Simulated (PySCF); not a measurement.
Compound: C5H15N3Si.
Cartesian coordinates in Å at the GFN2-xTB level; atoms count from 1:
```
atom  x, y, z in Å
C1    -3.396   -0.092   -1.435
N2    -2.125   -0.592   -0.980
Si3   -1.157    0.331    0.101
N4    -2.171    0.667    1.457
N5     0.183   -0.704    0.411
C6     1.289   -0.338    1.247
C7     2.543    0.122    0.516
C8     2.474    0.779   -0.826
C9     3.045   -0.601   -0.698
H10   -3.870    0.431   -0.610
H11   -4.039   -0.919   -1.748
H12   -3.301    0.608   -2.273
H13   -1.650   -1.100   -1.710
H14   -0.771    1.681   -0.349
H15   -2.741   -0.086    1.810
H16   -1.780    1.182    2.228
H17    0.419   -1.433   -0.242
H18    1.564   -1.190    1.888
H19    0.951    0.470    1.900
H20    3.298    0.489    1.202
H21    3.144    1.600   -1.036
H22    1.502    0.879   -1.284
H23    4.110   -0.735   -0.814
H24    2.466   -1.427   -1.081
```

NICS = −σ at a ghost point: NICS(0) at the centroid of the ring atoms, NICS(1) 1 Å to either side along the normal of their mean plane, zz for the tensor component along that normal. Level: GIAO PBE0/pcSseg-1 (PySCF, non-relativistic, gas phase) on the GFN2-xTB geometry, one conformer.

Ring bond lengths (Å), with Mayer bond orders in brackets: C7–C8 1.496 (0.96), C8–C9 1.499 (0.97), C9–C7 1.499 (0.95).

Task: What do the NICS probes read (ppm)?

Result: 
```csv
ring,type,NICS(0),"NICS(1), two faces","NICS(1)zz, two faces",rms pucker (Å),"centre to ring atoms, mean (Å)"
C7–C8–C9,3-membered carbocycle; formal bonds all single,-45.0,-10.1 / -8.7,-26.4 / -24.6,0.00,0.86
```

Task: What do they say, and how far can they be read as aromaticity?

Result: 
- C7–C8–C9: mean NICS(1)zz -25.5 ppm, shielded. C7, C8, C9 have four or more neighbours; no verdict on aromaticity is drawn. NICS(0) lies 36 ppm below the mean NICS(1).

Task: What is the mean of the two in-plane components of NICS at the second NICS(1) probe listed for ring C7–C8–C9, 1 Å off the ring?

Result: The isotropic value is a third of the trace: (3 × -8.7 − (-24.6))/2 = -0.7 ppm.

Task: List the ring angles and the Hirshfeld charges of the ring atoms.

Result: 
- C7–C8–C9: C7 60.1° (-0.046 e), C8 60.0° (-0.097 e), C9 59.9° (-0.098 e); sum 180.0° against 180° for a flat convex ring.
